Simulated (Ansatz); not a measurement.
Job for Ansatz (a program for electronic structure): R-CCSD(T)/aug-cc-pVDZ on H2 (SMILES [H][H]) with ghost functions, monomers drawn apart or pushed together.

Ansatz 0.2 input:
```yaml
crystal:
  periodic: [false, false, false]
  atoms:
    - {symbol: H, position_ang: [-0.09382464, -0.44001944, 2.11303740]}
    - {symbol: H, position_ang: [0.00520102, 0.29631836, 2.18357345]}
basis:
  gaussian:
    orbitals: aug-cc-pVDZ
    ghost_atoms:
      - {symbol: F, position_ang: [-0.08209952, 0.19386140, -0.50397270]}
      - {symbol: H, position_ang: [-0.06940098, 0.09894462, 0.41765146]}
magnetization: {spin_polarized: false}
correlation: {method: ccsd_t, electrons: outside_noble_gas}
scf: {lower_state_search: off}
```

The head of its log:

```
WARN ansatz: RAYON_NUM_THREADS=1 ignored (pool sized by the plan → 1); use --threads N
Functional definition: HF
these checks for a lower state are left out or cut short: stability, starts, cluster_reference, orbital_swaps, neighbouring_geometries, increment
integrals: 0.01 GiB planned
378 factors; integrals over basis functions are off by at most 9.5e-4 eV
mean field: 0.05 GiB planned
mean field evaluation 1: about -30.6300 eV, gradient 3.7e0 eV
mean field evaluation 2: about -30.6291 eV, gradient 3.7e0 eV
mean field evaluation 4: about -30.7225 eV, gradient 6.2e-2 eV
mean field evaluation 8: about -30.7225 eV, gradient 1.0e-7 eV
mean field -30.72246693 eV, -1.1290298354 hartree, gradient 1.5e-7 eV, S^2 0.000000; 0 other end points of the search recorded, 0 dependent functions left out
reference -30.72246693 eV, -1.1290298354 hartree; 1, 1 occupied and 49, 49 virtual orbitals, 378 factors
```

Give the final energy of this run.

-1.1651 hartree (reference determinant -1.1290, T1 diagnostic 0.005).
